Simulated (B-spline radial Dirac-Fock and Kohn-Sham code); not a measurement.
## Electron momentum distribution of Ce²⁴⁺: Compton profiles

System: the Ce²⁴⁺ ion, [Ar] 3d10 4s2 4p4.

Method: the impulse approximation on Dirac-Fock densities. Computed with a radial atomic solver. pz is in atomic units of momentum; subshell profiles are per electron, for a selection of subshells; open shells are spread over both j values by their weights.

```tsv
pz	J total	J 2p1/2	J 2p3/2	J 3d3/2	J 4p3/2
0	2.275	0.0242	0.0257	0.0443	0.133
0.29	2.266	0.0242	0.0257	0.0443	0.133
0.41	2.258	0.0242	0.0257	0.0443	0.133
0.59	2.239	0.0242	0.0257	0.0443	0.133
0.84	2.202	0.0242	0.0257	0.0443	0.132
1.2	2.130	0.0242	0.0257	0.0443	0.130
1.7	1.997	0.0242	0.0257	0.0443	0.121
2.4	1.776	0.0242	0.0257	0.0443	0.0981
3.5	1.444	0.0242	0.0256	0.0440	0.0518
5	1.140	0.0240	0.0254	0.0423	0.0159
7.1	0.8551	0.0233	0.0246	0.0363	0.0110
10	0.5340	0.0215	0.0223	0.0238	0.00586
14	0.2842	0.0174	0.0176	0.0103	0.00102
20	0.1311	0.0107	0.0102	0.00245	0.000627
29	0.05134	0.00415	0.00360	0.000307	0.000316
42	0.01802	0.000987	0.000752	2.38e-05	6.57e-05
59	0.006248	0.000184	0.000119	1.70e-06	9.68e-06
85	0.001704	2.40e-05	1.23e-05	< 1e-6	< 1e-6
```

J(0) = 2.275. The 4s1/2 subshell gives the largest part, 18 %.

Mean momentum ⟨p⟩ by subshell (a.u.): 1s1/2 55.1, 2s1/2 19.6, 2p1/2 26.1, 2p3/2 24.4, 3s1/2 9.86, 3p1/2 11.7, 3p3/2 11.2, 3d3/2 13.4, 3d5/2 13.2, 4s1/2 5.62, 4p1/2 6.31, 4p3/2 6.15.
